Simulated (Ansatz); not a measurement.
One geometry of GaH₃O₂Se (`[OH][Ga]([OH])[SeH]`), several functionals.

```yaml
crystal:
  periodic: [false, false, false]
  atoms:
    - {symbol: O, position_ang: [-0.996213, 1.075118, 0.610984]}
    - {symbol: Ga, position_ang: [0.185532, -0.182419, 0.166867]}
    - {symbol: O, position_ang: [1.027049, -0.969842, 1.516803]}
    - {symbol: Se, position_ang: [0.712460, -0.869391, -1.974710]}
    - {symbol: H, position_ang: [-1.444647, 1.489069, -0.128677]}
    - {symbol: H, position_ang: [0.751873, -0.628672, 2.371510]}
    - {symbol: H, position_ang: [-0.236044, 0.086137, -2.562766]}
basis:
  gaussian: {orbitals: def2-TZVPP}
hamiltonian: {xc: {name: r2SCAN0}, dispersion: d4}
output: {orbitals: {seedname: orbitals}}
```

```sh
$ ansatz run in.yaml --threads 2 --pin off --events-out ev --progress --plain --max-ram 32768MiB --backend cpu
```

Output, abridged:

```
Functional definition: r2SCAN0
1304 factors; their error is unknown
mean field evaluation 1: about -121861.2761 eV, gradient 7.7e1 eV
mean field evaluation 2: about -121837.9975 eV, gradient 1.3e2 eV
mean field evaluation 4: about -121870.6126 eV, gradient 5.0e0 eV
mean field evaluation 8: about -121870.6538 eV, gradient 1.5e-1 eV
mean field evaluation 16: about -121871.2640 eV, gradient 2.2e-4 eV
mean field -121871.26398342 eV, -4478.6863440809 hartree, gradient 2.7e-5 eV, S^2 0.000000; 0 other end points of the search recorded, 0 dependent functions left out
reference -121871.26399204 eV, -4478.6863443978 hartree; 42, 42 occupied and 158, 158 virtual orbitals, 1304 factors
Total energy: -121871.30667031 eV, -4478.6879127954 hartree
```

Hardware: 2 threads of an AMD EPYC 7R13 on a shared host. Wall time 6.5 s, peak host memory 0.67 GiB.

The same input with `hamiltonian: {xc: pbe0, dispersion: d4}` (abridged; 3.9 s):

```
Functional definition: PBE0
mean field evaluation 16: about -121856.3801 eV, gradient 4.1e-4 eV
mean field -121856.38011239 eV, -4478.1393719092 hartree, gradient 4.0e-5 eV, S^2 0.000000
Total energy: -121856.51022214 eV, -4478.1441533543 hartree
```

Changing it to `hamiltonian: {xc: pbe, dispersion: d4}` and forces (abridged; 2.7 s):

```
Functional definition: PBE
mean field evaluation 16: about -121853.2997 eV, gradient 5.8e-4 eV
mean field -121853.29969145 eV, -4478.0261685278 hartree, gradient 4.2e-5 eV, S^2 0.000000
Total energy: -121853.45172835 eV, -4478.0317557808 hartree
Atom 0 force    -0.130160     0.172315     0.544992 eV/Å
Atom 1 force     0.008359    -0.029477    -0.316001 eV/Å
Atom 2 force     0.403120    -0.421255    -0.042030 eV/Å
Atom 3 force     0.252318    -0.271592    -0.131293 eV/Å
Atom 4 force    -0.215202     0.197388    -0.387706 eV/Å
Atom 5 force    -0.147189     0.179381     0.414109 eV/Å
Atom 6 force    -0.171246     0.173239    -0.082069 eV/Å
Dipole moment:    -0.242987     0.241071    -0.166815 e Å
```

With the line `hamiltonian: {xc: hse06, dispersion: d4}` (abridged; 4.6 s):

```
Functional definition: HSE06
mean field evaluation 16: about -121856.2745 eV, gradient 2.1e-4 eV
mean field -121856.27446635 eV, -4478.1354894890 hartree, gradient 2.9e-5 eV, S^2 0.000000
Total energy: -121856.39796526 eV, -4478.1400279902 hartree
```

With the line `hamiltonian: {xc: {name: PBE-QIDH}}` (abridged; 7 s):

```
Functional definition: PBE-QIDH
mean field evaluation 16: about -121828.1652 eV, gradient 3.3e-4 eV
mean field -121828.16519859 eV, -4477.1024929518 hartree, gradient 2.7e-6 eV, S^2 0.000000
20 core orbitals not correlated: weight in the atoms' cores, before any rotation towards them, 1.000 or more for the frozen orbitals, at most 0.000 for the correlated occupied ones
second order -30.03940494 eV of doubles, -0.00000000 eV of singles
Total energy: -121838.17834482 eV, -4477.4704692889 hartree
```

With the line `hamiltonian: {xc: r2scan, dispersion: d4}` and forces (abridged; 4.7 s):

```
Functional definition: r2SCAN
mean field evaluation 16: about -121872.8700 eV, gradient 5.3e-4 eV
mean field -121872.87002606 eV, -4478.7453650595 hartree, gradient 1.2e-5 eV, S^2 0.000000
Total energy: -121872.90475525 eV, -4478.7466413336 hartree
Atom 0 force    -0.001853     0.006891     0.081993 eV/Å
Atom 1 force     0.000669    -0.006354    -0.082857 eV/Å
Atom 2 force     0.038386    -0.041397    -0.028949 eV/Å
Atom 3 force     0.000727     0.001291     0.019564 eV/Å
Atom 4 force    -0.022219     0.020540    -0.051014 eV/Å
Atom 5 force    -0.022872     0.026055     0.040126 eV/Å
Atom 6 force     0.007162    -0.007027     0.021137 eV/Å
Dipole moment:    -0.256801     0.255093    -0.172332 e Å
```

HSE06 is the plane-wave form, built on full-range PBE exchange.
